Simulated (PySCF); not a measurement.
Dipole response of Zn (zinc, neutral)

[Ar] 3d10 4s1 4p1, high-spin 3P determinant (an excited configuration). All numbers are calculated (PySCF 2.14, the spin-free X2C one-electron Hamiltonian (Gaussian nucleus), in aug-cc-pwCVTZ-DK (10s9p7d4f3g, 127 functions)). Coupled (time-dependent) response in atomic units; α is the mean over directions.

```csv
method,mean α (bohr³),"α xx, yy, zz",C₆ (like pair),S(−4)
r2SCANh,56.27,"40.32, 88.15, 40.32",448.7,2719
```

S(−4) is the Cauchy moment in α(ω) = α(0) + S(−4) ω² + …

α(iu) at r2SCANh:

```
u (hartree)  α(iu) (bohr³)
          0          56.27
     0.0500          50.68
      0.100          41.07
      0.200          26.29
      0.300          17.50
      0.500          9.208
      0.750          5.314
       1.00          3.626
       1.50          2.169
       2.00          1.516
       3.00         0.8999
       5.00         0.4435
```

A single London oscillator, α(iu) = α/(1 + u²/ω²), gives C₆ = (3/4) ω α². Matching the computed C₆ needs ω = 4 × 448.7 / (3 × 56.27²) = 0.189 hartree.

The components differ because the open shell of this determinant is not spherical; for a pure term their mean is the scalar polarisability.
